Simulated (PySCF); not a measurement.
RhO₂⁻: breathing scan

All numbers come from B3LYP in PySCF with Rh def2-SVPD with ECP28, O def2-SVPD; scalar-relativistic core potentials, no spin–orbit coupling; density-fitted integrals.

Rigid scan from the singlet minimum (Rh–O 1.718 Å (×2); O–Rh–O 162.3°). Coordinate: all bonds to the central atom scaled together. Energies in kJ/mol from the minimum.

```json
{"scale of all bonds to the centre": "0.88", "E (kJ/mol)": "277.1", "dipole size (D, about the centre of mass)": "0.46"}
{"scale of all bonds to the centre": "0.92", "E (kJ/mol)": "106.0", "dipole size (D, about the centre of mass)": "0.21"}
{"scale of all bonds to the centre": "0.96", "E (kJ/mol)": "22.9", "dipole size (D, about the centre of mass)": "0.03"}
{"scale of all bonds to the centre": "1.00", "E (kJ/mol)": "0.0", "dipole size (D, about the centre of mass)": "0.26"}
{"scale of all bonds to the centre": "1.04", "E (kJ/mol)": "17.3", "dipole size (D, about the centre of mass)": "0.47"}
{"scale of all bonds to the centre": "1.08", "E (kJ/mol)": "60.4", "dipole size (D, about the centre of mass)": "0.67"}
{"scale of all bonds to the centre": "1.14", "E (kJ/mol)": "152.8", "dipole size (D, about the centre of mass)": "0.94"}
{"scale of all bonds to the centre": "1.22", "E (kJ/mol)": "297.1", "dipole size (D, about the centre of mass)": "1.25"}
{"scale of all bonds to the centre": "1.35", "E (kJ/mol)": "528.3", "dipole size (D, about the centre of mass)": "1.65"}
```

At long bonds a restricted determinant can lie too high, and another spin state can fall below this curve.
